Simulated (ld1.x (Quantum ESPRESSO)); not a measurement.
## Rb (Z = 37): one change to a TM potential, before and after

- Element: rubidium (Rb)
- Generator: ld1.x (Quantum ESPRESSO) 7.5
- Type: norm-conserving Troullier–Martins (Kleinman–Bylander form)
- Functional: LDA (PZ)
- Relativity: scalar-relativistic
- Frozen core: [Ar] 3d10
- Valence charge: 9
- Reference configuration: 4s2 4p6 5s1 5p0
- Partial waves: 4s (bound): rc 2.40 bohr; 4p (bound): rc 2.35 bohr; 4d channel at -0.05 Ry: rc 1.85 bohr
- Local potential: the d channel
- Core correction: none

Occupied shells without a wave of their own: 5s. They enter only through the test configuration that unscreens the potential.

All-electron outer shells of the reference configuration (LDA (PZ), scalar-relativistic, ld1.x):

| shell | level (eV) | outermost node (bohr) | outermost maximum (bohr) |
| --- | --- | --- | --- |
| 3d | -104.21 | – | 0.39 |
| 4s | -31.97 | 0.62 | 1.25 |
| 4p | -16.03 | 0.64 | 1.42 |
| 5s | -2.37 | 1.79 | 4.22 |
| 5p | -0.79 | 2.20 | 6.14 |

Change: all radii scaled by about 1.04 (s 2.50, p 2.44, d 1.92 bohr).

Cutoffs: the cutoffs (Ry, on a coarse ladder) from which the occupation-weighted sum of valence levels, in a spherical-Bessel basis at the reference potential, stays within 10 and 1 mRy of its value at 400 Ry; they do not see the model core or the augmentation charge, which bear on the density cutoff. Errors are all-electron minus pseudo energies relative to the spin-unpolarised reference configuration.

Predict the effect on cutoff, ghosts and configuration errors.

The potential gets softer (15 Ry and 30 Ry → 15 Ry and 25 Ry); of the 7 tests that both files solve, the error grows in 5 and shrinks in 0 by more than 15 % and 0.3 meV (median size 37.7 → 53.8 meV); neither file shows a bound ghost. A larger radius leaves more room for a smooth pseudo-wave, so fewer plane waves are needed. More of the atom is replaced by a form fitted at one configuration, so other configurations suffer.

```tsv
quantity	base	changed
cutoff, loose	15 Ry	15 Ry
cutoff, tight	30 Ry	25 Ry
loose cutoff by channel (10 mRy a level)	s 12 Ry, p 12 Ry	s 6 Ry, p 12 Ry
bound ghosts	none	none
largest miss of a reference level, eV	0.06	0.08
error for 4s2 4p6 5s0 5p0, meV [ΔE 4.28 eV]	-99	-141
error for 4s2 4p6 5s0.5 5p0, meV [ΔE 1.66 eV]	-38	-54
error for 4s2 4p6 5s0 5p1, meV [ΔE 1.62 eV]	-68	-96
error for 4s2 4p5 5s1 5p0, meV [ΔE 21.24 eV]	+37	+51
error for 4s1 4p6 5s1 5p0, meV [ΔE 37.84 eV]	-40	-41
error for 4s2 4p6 5s1 5p0 (spin-polarised), meV [ΔE -0.13 eV]	+0.8	+1.0
error for 4s2 4p6 5s0.5 5p0 (spin-polarised), meV [ΔE 1.62 eV]	-38	-54
```
